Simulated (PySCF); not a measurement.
5-fluorofuran-3-one (C4H3FO2), SMILES O=C1C=C(F)OC1.

The structure is a stationary point at PBE-D3(BJ)/def2-SVP. Other conformers were not sampled.

Computed with PBE-D3(BJ)/def2-SVP (PySCF).

No scaling factor is applied to the harmonic values.

Q: Estimate the vibrational spectrum. (The exact figures need the calculation; the answer reports its results.)

A: 
| mode | ν (cm⁻¹) | IR (km/mol) | moving atoms (share of kinetic energy) |
|---|---|---|---|
| 1 | 151 | 6.6 | C 47 %, O 30 %, F 13 %, H 10 % |
| 2 | 229 | 4.3 | O 36 %, H 28 %, C 18 %, F 17 % |
| 3 | 366 | 5.6 | O 44 %, F 33 %, C 21 % |
| 4 | 505 | 4.7 | C 40 %, O 29 %, H 16 %, F 14 % |
| 5 | 533 | 0.0 | C 54 %, H 34 %, O 10 % |
| 6 | 579 | 2.6 | O 35 %, C 33 %, F 31 % |
| 7 | 651 | 16.4 | O 36 %, C 34 %, F 22 %, H 8 % |
| 8 | 667 | 1.1 | C 75 %, H 13 %, O 9 % |
| 9 | 750 | 45.5 | H 74 %, C 25 % |
| 10 | 839 | 5.0 | C 64 %, H 29 % |
| 11 | 931 | 2.6 | C 59 %, H 38 % |
| 12 | 944 | 62.9 | C 40 %, O 35 %, H 21 % |
| 13 | 1030 | 33.7 | O 45 %, C 45 % |
| 14 | 1108 | 30.1 | H 51 %, C 43 % |
| 15 | 1150 | 0.9 | H 91 % |
| 16 | 1196 | 0.8 | C 65 %, H 16 %, F 12 % |
| 17 | 1239 | 50.2 | H 50 %, C 46 % |
| 18 | 1365 | 35.6 | H 73 %, C 23 % |
| 19 | 1430 | 235.9 | C 55 %, H 28 %, O 13 % |
| 20 | 1653 | 469.4 | C 92 % |
| 21 | 1790 | 236.4 | C 66 %, O 33 % |
| 22 | 3014 | 1.7 | H 95 % |
| 23 | 3082 | 0.7 | H 90 %, C 10 % |
| 24 | 3222 | 7.1 | H 91 %, C 9 % |
